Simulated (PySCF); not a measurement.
C₂H₅N, charge +1, multiplicity 2. Atoms are numbered in the order given.

```xyz
8

C     -0.0478    -1.2597     0.0000
N      0.2081     0.1142     0.0000
C     -0.0664     1.3122     0.0000
H      0.3758    -1.7092    -0.9017
H      0.3758    -1.7092     0.9017
H     -1.1419    -1.4044     0.0000
H     -1.1148     1.6473     0.0000
H      0.7336     2.0614     0.0000
```
Charge +1, spin multiplicity 2.

Geometry: PBE0-D3(BJ)/def2-TZVP. The multiplicity is an assumed one; other spin states were not compared.

Calculation: TDA-M06-2X/def2-SVPD in PySCF.

Vertical excitations. Isolated molecule, no solvent.

Computed excitation energies, oscillator strengths and character:
```tsv
state	energy (eV)	λ (nm)	f	main pairs
root 1	3.04	408	0.001	β HOMO→LUMO 91 %
root 2	4.75	261	0.001	α HOMO→LUMO 95 %
root 3	5.81	213	0.000	α HOMO−1→LUMO 42 %, β HOMO→LUMO+1 45 %
root 4	6.25	198	0.090	β HOMO−1→LUMO 93 %
root 5	6.94	179	0.001	β HOMO−2→LUMO 92 %
root 6	7.53	165	0.061	β HOMO−3→LUMO 79 %
root 7	7.77	160	0.003	β HOMO−4→LUMO 88 %
root 8	8.97	138	0.000	α HOMO−2→LUMO 11 %, β HOMO−1→LUMO+1 72 %, β HOMO−3→LUMO+1 13 %
root 9	9.41	132	0.048	α HOMO→LUMO+1 90 %
root 10	9.45	131	0.001	α HOMO−2→LUMO 76 %, β HOMO−1→LUMO+1 13 %
```
Unrestricted roots are not spin-pure.
